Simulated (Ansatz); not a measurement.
`C[CH2][SnH2][F]` → `[F][SnH3]` + ethylene at 298.15 K and 1 bar (β-hydride elimination).

Program: Ansatz. Geometries: PBE0-D4/def2-TZVP. ΔE: electronic, gas phase. CCSD(T)/CBS is the MP2 limit (def2-TZVPP, def2-QZVPP) plus CCSD(T) − MP2 in def2-TZVPP, frozen cores. This one scheme is used for every species. Elements past krypton have def2 core potentials. For Sn outer-core shells are correlated without core-valence functions, which leaves a few kJ/mol of doubt a bond. One conformer a species, not always the lowest.

| species | CCSD(T)/CBS energy (Eh) | H − E (kJ/mol) | S (J/(mol·K)) |
| --- | --- | --- | --- |
| `C[CH2][SnH2][F]` | -394.15776 | 231.9 | 352.0 |
| `[F][SnH3]` | -315.62493 | 70.2 | 264.5 |
| `C=C` | -78.48111 | 144.6 | 218.9 |

H − E and S are ideal-gas, rigid-rotor, harmonic terms from PBE0-D4/def2-TZVP, for one conformer and one mirror image of each species. 1 Eh = 2625.50 kJ/mol, R = 8.31446 J/(mol·K).

**Question.** By hand: ΔE, ΔH, ΔS and ΔG.

**Answer.** ΔE = (-315.62493) + (-78.48111) − (-394.15776) = 0.05172 Eh = 135.8 kJ/mol. Δ(H − E) = 70.2 + 144.6 − 231.9 = -17.1, so ΔH = 118.7 kJ/mol. ΔS = 264.5 + 218.9 − 352.0 = 131.4 J/(mol·K). ΔG = 118.7 − 298.15 × (131.4)/1000 = 79.5 kJ/mol.

**Question.** By hand: the equilibrium constant, and the temperature at which ΔG would vanish if ΔH and ΔS stayed fixed.

**Answer.** log₁₀ K = −ΔG/(RT ln 10) = -13.9. ΔG = 0 at ΔH/ΔS = 903 K.

The number of gas molecules changes by +1, which sets the sign of ΔS. A doubt of 5 kJ/mol in ΔE shifts log₁₀ K by 0.9 here. Other conformers and mirror images would add mixing entropy, several J/(mol·K) or more a flexible species. Modes under 60 cm⁻¹, often nearly free rotors, make the harmonic entropy too high. These are equilibria of isolated gas molecules and say nothing of rates. Largest T1 diagnostic: 0.014 (customary marks: 0.02 for closed shells, 0.045 for open ones).
